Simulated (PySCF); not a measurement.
A structure optimised at PBE0-D3(BJ)/def2-SVP, used in a PySCF frequency run:

```xyz
12

Si     1.0989    -0.3082    -0.6574
N      1.6560     0.9451     0.4016
Si    -1.0539    -0.6987     0.1846
N     -1.6519     0.9089     0.5404
H      1.9856    -1.5132    -0.5918
H      1.0233     0.0586    -2.1179
H      0.9364     1.5358     0.8083
H      2.5223     1.4480     0.2509
H     -1.9001    -1.5253    -0.7451
H     -1.0089    -1.4266     1.4906
H     -1.7727     1.5465    -0.2410
H     -2.4436     0.9943     1.1708
```

Write its SMILES and formula.

N[SiH2][SiH2]N, H8N2Si2

What are its rotational constants (standard atomic weights)?

6.6549, 2.6707, 2.1117 GHz
